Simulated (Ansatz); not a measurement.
Li₉H₈⁺. Charge 1, multiplicity 1. Geometry PBE-D4/def2-SVP.

```csv
atom,x (Å),y (Å),z (Å)
Li1,-1.534,-2.311,1.700
Li2,1.129,-0.006,0.558
Li3,-0.828,-1.417,-0.655
Li4,-0.804,1.119,-1.006
Li5,3.982,1.141,-0.288
Li6,1.590,2.887,-0.475
Li7,2.076,0.339,-1.735
Li8,-3.290,-1.258,0.252
Li9,-1.639,0.231,1.497
H10,0.346,1.862,0.216
H11,-2.040,-2.550,-0.029
H12,-2.106,0.160,-0.322
H13,2.894,2.097,-1.353
H14,-2.782,-1.020,1.985
H15,0.398,-0.179,-1.444
H16,2.830,-0.130,-0.110
H17,-0.223,-0.964,1.207
```

HSE06 is defined as in plane-wave codes, on full-range PBE exchange. Another isomer (singlet) lies 0.05 eV lower at PBE0-D4/def2-TZVP; other spin states weren't run for this one.

(1) Estimate the orbital energies around the gap (eV) in Ansatz with HF/6-31G, PBE-D4/def2-TZVP, PBE0-D4/def2-TZVP, HSE06-D4/def2-TZVP, BHLYP-D4/def2-TZVP.

Answers

(1) 
| orbital | HF/6-31G | PBE-D4/def2-TZVP | PBE0-D4/def2-TZVP | HSE06-D4/def2-TZVP | BHLYP-D4/def2-TZVP |
| --- | --- | --- | --- | --- | --- |
| HOMO−5 | -14.50 | -10.09 | -11.37 | -10.96 | -12.56 |
| HOMO−4 | -13.71 | -9.58 | -10.77 | -10.37 | -11.92 |
| HOMO−3 | -13.39 | -9.27 | -10.45 | -10.04 | -11.58 |
| HOMO−2 | -13.15 | -9.14 | -10.30 | -9.90 | -11.43 |
| HOMO−1 | -12.73 | -8.69 | -9.86 | -9.45 | -10.97 |
| HOMO | -12.34 | -8.33 | -9.49 | -9.09 | -10.61 |
| LUMO | -2.41 | -4.80 | -4.19 | -4.53 | -3.68 |
| LUMO+1 | -2.20 | -4.42 | -3.86 | -4.17 | -3.43 |
| LUMO+2 | -1.95 | -4.23 | -3.63 | -3.95 | -3.16 |
| LUMO+3 | -1.41 | -3.66 | -3.08 | -3.39 | -2.60 |
| LUMO+4 | -1.32 | -3.65 | -3.05 | -3.37 | -2.55 |
| LUMO+5 | -1.06 | -3.19 | -2.61 | -2.92 | -2.15 |
